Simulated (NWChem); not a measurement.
System: AuCl; SMILES [Cl][Au]

NWChem input:

```
start job
memory heap 200 mb stack 900 mb global 1100 mb
geometry units angstroms noautoz
  Au     0.000000     0.000000    -0.404103
  Cl     0.000000     0.000000     1.848869
end
basis spherical
  * library def2-svpd
end
ecp
  Au library def2-ecp
end
dft
  xc xpbe96 cpbe96
  iterations 200
  convergence diis 20
end
task dft gradient
```

Output (shortened):

```
             Northwest Computational Chemistry Package (NWChem) 7.3.0
             --------------------------------------------------------

 ORDER OF PRIMARY AXIS IS BEING SET TO 4
 C4V symmetry detected

                             Geometry "geometry" -> ""
                             -------------------------

 Output coordinates in angstroms (scale by  1.889725989 to convert to a.u.)

  No.       Tag          Charge          X              Y              Z
 ---- ---------------- ---------- -------------- -------------- --------------
    1 Au                  79.0000     0.00000000     0.00000000    -0.39896379
    2 Cl                  17.0000     0.00000000     0.00000000     1.85400821

 Effective nuclear repulsion energy (a.u.)     315.4433545586

      Symmetry information
      --------------------

 Group name             C4v
 Group number             18
 Group order               8
 No. of unique centers     2

 Summary of "ao basis" -> "ao basis" (spherical)
 ------------------------------------------------------------------------------
       Tag                 Description            Shells   Functions and Types
 ---------------- ------------------------------  ------  ---------------------
 Au                        def2-svpd                13       35   6s4p2d1f
 Cl                        def2-svpd                11       27   5s4p2d

      Symmetry analysis of basis
      --------------------------

        a1         24
        a2          0
        b1          5
        b2          5
        e          28

            General Information
            -------------------
          SCF calculation type: DFT
          Wavefunction type:  closed shell.
          No. of atoms     :     2
          No. of electrons :    36
           Alpha electrons :    18
            Beta electrons :    18
          Charge           :     0
          Spin multiplicity:     1
          Use of symmetry is: on ; symmetry adaption is: on
          Maximum number of iterations: 200
          AO basis - number of functions:    62
                     number of shells:    24
          Convergence on energy requested:  1.00D-06
          Convergence on density requested:  1.00D-05
          Convergence on gradient requested:  5.00D-04

              XC Information
              --------------
          PerdewBurkeErnzerhof Exchange Functional  1.000
            Perdew 1991 LDA Correlation Functional  1.000 local
           PerdewBurkeErnz. Correlation Functional  1.000 non-local

             Grid Information
             ----------------
          Grid used for XC integration:  medium
          Radial quadrature: Mura-Knowles
          Angular quadrature: Lebedev.
          Tag              B.-S. Rad. Rad. Pts. Rad. Cut. Ang. Pts.
          ---              ---------- --------- --------- ---------
          Au                  1.35      123          11.0       590
          Cl                  1.00       88          11.0       590
          Grid pruning is: on
          Number of quadrature shells:   211
          Spatial weights used:  Erf1

      Superposition of Atomic Density Guess
      -------------------------------------

 Sum of atomic energies:        -611.77396239

      Non-variational initial energy
      ------------------------------

 Total energy =    -593.982322
 1-e energy   =   -1023.127550
 2-e energy   =     353.279104
 HOMO         =      -0.409835
 LUMO         =      -0.184662

      Symmetry analysis of molecular orbitals - initial
      -------------------------------------------------

 !! scf_movecs_sym_adapt:   10 vectors were symmetry contaminated

  Symmetry fudging

 !! scf_movecs_sym_adapt:   10 vectors were symmetry contaminated

  Numbering of irreducible representations:

     1 a1          2 a2          3 b1          4 b2          5 e

  Orbital symmetries:

     1 a1          2 a1          3 a1          4 e           5 e
     6 a1          7 a1          8 e           9 e          10 a1
    11 a1         12 e          13 e          14 b1         15 b2
    16 a1         17 e          18 e          19 a1         20 e
    21 e          22 a1         23 a1         24 e          25 e
    26 a1         27 a1         28 e

   convergence    iter        energy       DeltaE   RMS-Dens  Diis-err
 ---------------- ----- ----------------- --------- --------- ---------
 d= 0,ls=0.0,diis     1   -595.6120640665 -6.71D+02  2.01D-02  3.42D-01
 d= 0,ls=0.0,diis     2   -595.5814514453  3.06D-02  1.48D-02  5.71D-01
 d= 0,ls=0.0,diis     3   -595.6501659224 -6.87D-02  3.64D-03  2.72D-02
 d= 0,ls=0.0,diis     4   -595.6531996673 -3.03D-03  1.38D-03  4.67D-03
 d= 0,ls=0.0,diis     5   -595.6537266019 -5.27D-04  5.59D-04  7.74D-04
 d= 0,ls=0.0,diis     6   -595.6538425263 -1.16D-04  1.47D-04  2.89D-05
 d= 0,ls=0.0,diis     7   -595.6538473051 -4.78D-06  3.50D-05  3.68D-06

 !! scf_movecs_sym_adapt:    2 vectors were symmetry contaminated

  Symmetry fudging
 d= 0,ls=0.0,diis     8   -595.6538478261 -5.21D-07  2.59D-06  6.12D-09

         Total DFT energy =     -595.653847826145
      One electron energy =    -1024.768702916777
           Coulomb energy =      394.143818149085
    Exchange-Corr. energy =      -40.895086306724
 Nuclear repulsion energy =       75.866123248271

 Numeric. integr. density =       35.999999847348

                  Occupations of the irreducible representations
                  ----------------------------------------------

                     irrep           alpha         beta
                     --------     --------     --------
                     a1                8.0          8.0
                     a2                0.0          0.0
                     b1                1.0          1.0
                     b2                1.0          1.0
                     e                 8.0          8.0

                       DFT Final Molecular Orbital Analysis
                       ------------------------------------

 Vector   16  Occ=2.000000D+00  E=-2.683478D-01  Symmetry=a1
              MO Center= -1.0D-14, -2.1D-14, -2.0D-02, r^2= 2.1D+00
   Bfn.  Coefficient  Atom+Function         Bfn.  Coefficient  Atom+Function
  ----- ------------  ---------------      ----- ------------  ---------------
    21      0.648356  1 Au d  0               5     -0.449904  1 Au s
     3      0.350419  1 Au s                 49      0.254573  2 Cl pz
     2     -0.221710  1 Au s                  6     -0.187590  1 Au s
    46      0.184655  2 Cl pz                26      0.171481  1 Au d  0
    43      0.107395  2 Cl pz                 4      0.088111  1 Au s

 Vector   17  Occ=2.000000D+00  E=-2.509557D-01  Symmetry=e
              MO Center= -3.0D-16, -8.1D-15,  1.1D+00, r^2= 2.4D+00
   Bfn.  Coefficient  Atom+Function         Bfn.  Coefficient  Atom+Function
  ----- ------------  ---------------      ----- ------------  ---------------
    48     -0.523119  2 Cl py                20      0.520337  1 Au d -1
    45     -0.410631  2 Cl py                42     -0.234807  2 Cl py
    25      0.134637  1 Au d -1              51     -0.084121  2 Cl py
    17     -0.057295  1 Au py                 8      0.051767  1 Au py
    47      0.032659  2 Cl px                22      0.032485  1 Au d  1

 Vector   18  Occ=2.000000D+00  E=-2.509557D-01  Symmetry=e
              MO Center=  2.3D-15, -6.7D-15,  1.1D+00, r^2= 2.4D+00
   Bfn.  Coefficient  Atom+Function         Bfn.  Coefficient  Atom+Function
  ----- ------------  ---------------      ----- ------------  ---------------
    47      0.523119  2 Cl px                22      0.520337  1 Au d  1
    44      0.410631  2 Cl px                41      0.234807  2 Cl px
    27      0.134637  1 Au d  1              50      0.084121  2 Cl px
    16      0.057295  1 Au px                 7     -0.051767  1 Au px
    48      0.032659  2 Cl py                20     -0.032485  1 Au d -1

 Vector   19  Occ=0.000000D+00  E=-1.781635D-01  Symmetry=a1
              MO Center=  1.5D-14, -1.4D-14, -4.7D-01, r^2= 3.8D+00
   Bfn.  Coefficient  Atom+Function         Bfn.  Coefficient  Atom+Function
  ----- ------------  ---------------      ----- ------------  ---------------
     5      0.623633  1 Au s                  6      0.417192  1 Au s
     3     -0.407612  1 Au s                 49      0.383120  2 Cl pz
    21      0.270274  1 Au d  0              46      0.263124  2 Cl pz
     2      0.257804  1 Au s                 18     -0.170202  1 Au pz
     9      0.168969  1 Au pz                43      0.148462  2 Cl pz

 Vector   20  Occ=0.000000D+00  E=-1.975462D-02  Symmetry=e
              MO Center= -1.4D-15,  7.8D-16, -4.8D-01, r^2= 5.5D+00
   Bfn.  Coefficient  Atom+Function         Bfn.  Coefficient  Atom+Function
  ----- ------------  ---------------      ----- ------------  ---------------
    14      0.855002  1 Au py                 8     -0.229784  1 Au py
    17      0.221096  1 Au py                13     -0.203216  1 Au px
    48     -0.175567  2 Cl py                51     -0.121252  2 Cl py
    45     -0.113726  2 Cl py                20      0.064047  1 Au d -1
    42     -0.061637  2 Cl py                 7      0.054615  1 Au px

[...]

                         DFT ENERGY GRADIENTS

    atom               coordinates                        gradient
                 x          y          z           x          y          z
   1 Au      0.000000   0.000000  -0.753932    0.000000   0.000000   0.004064
   2 Cl      0.000000   0.000000   3.503567    0.000000   0.000000  -0.004064
```

Level: PBE/def2-SVPD with def2 effective core potentials on Au. All runs use the structure optimised with PBE0/def2-SVP. def2 effective core potentials on Au; no spin-orbit coupling.
